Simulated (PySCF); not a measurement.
methyl(methylsilylmethoxy)silane (C3H12OSi2), SMILES C[SiH2]CO[SiH2]C.

The structure is a stationary point at B3LYP-D3(BJ)/def2-SVP. One conformer was computed; it need not be the lowest.

Two levels are set side by side: PBE/def2-TZVP (PySCF) and B3LYP/def2-TZVP (PySCF). Same geometry, gas phase. Differences are taken from unrounded values.

```tsv
quantity	B3LYP
orbital gap (eV)	7.99
highest occupied level (eV)	-7.65
lowest empty level (eV)	0.34
dipole moment (D)	1.03
```

Question: What does PBE give, and how far is it from B3LYP? (An estimate is asked for; the answer gives what the named calculation found.)

Answer: 
```tsv
quantity	PBE	PBE minus B3LYP
orbital gap (eV)	6.11	-1.88
highest occupied level (eV)	-6.45	1.20
lowest empty level (eV)	-0.33	-0.67
dipole moment (D)	0.99	-0.04
```

Without exact exchange PBE keeps part of each electron's self-repulsion, which lifts occupied levels and narrows the gap. Differences between two approximate levels are no errors against the true value.

Rough cost on one machine, each run with all the roots and properties that it gave: B3LYP against PBE within a factor of 2.
